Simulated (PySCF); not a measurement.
Shapes and spin states of HW(OH)

These are results of PBE0 in PySCF with W def2-TZVP with ECP60, H def2-TZVP, O def2-TZVP; scalar-relativistic core potentials, no spin–orbit coupling; density-fitted integrals, not measurements.

Relaxations began from a few typed shapes and spin states; open shells are unrestricted. The search is not exhaustive: other isomers or separated fragments can lie lower, and high-lying points may rest on an excited occupation.

| spin | group | bonds | angles | imaginary modes (cm⁻¹) | ΔE (kJ/mol) | ΔE with ZPE (kJ/mol) |
| --- | --- | --- | --- | --- | --- | --- |
| quintet | C1 | O–H 0.963 Å, W–H 1.734 Å, W–O 1.895 Å | H–O–W 120.9°, H–W–O 123.4° | none | 0.0 | 0.0 |
| quintet | Cs | O–H 0.961 Å, W–H 1.817 Å, W–O 1.923 Å | H–O–W 131.9°, H–W–O 175.5° | 545i | 57.1 | – |
| triplet | Cs | O–H 0.961 Å, W–H 1.713 Å, W–O 1.824 Å | H–O–W 129.9°, H–W–O 131.5° | none | 63.7 | 66.1 |
| broken-symmetry Ms = 0 (⟨S²⟩ 1.43) | Cs | O–H 0.961 Å, W–H 1.708 Å, W–O 1.839 Å | H–O–W 128.0°, H–W–O 128.1° | none | 86.5 | 87.5 |
| singlet (closed shell, unstable to spin polarisation) | Cs | O–H 0.961 Å, W–H 1.712 Å, W–O 1.814 Å | H–O–W 131.6°, H–W–O 131.5° | none | 153.5 | 156.0 |
| singlet (closed shell, unstable to spin polarisation) | Cs | O–H 0.961 Å, W–H 1.728 Å, W–O 1.824 Å | H–O–W 133.9°, H–W–O 137.3° | none | 162.0 | 164.7 |

The lowest minimum found is the quintet C1: O–H 0.963 Å, W–H 1.734 Å, W–O 1.895 Å; H–O–W 120.9°, H–W–O 123.4°.

For the lowest minimum: with open d or f shells other occupations or spin states may lie lower. Spin–orbit coupling, left out here, can matter for elements this heavy.

The electron or spin density has lower symmetry than the nuclear frame for the broken-symmetry Ms = 0 (⟨S²⟩ 1.43) Cs at 86.5 kJ/mol.
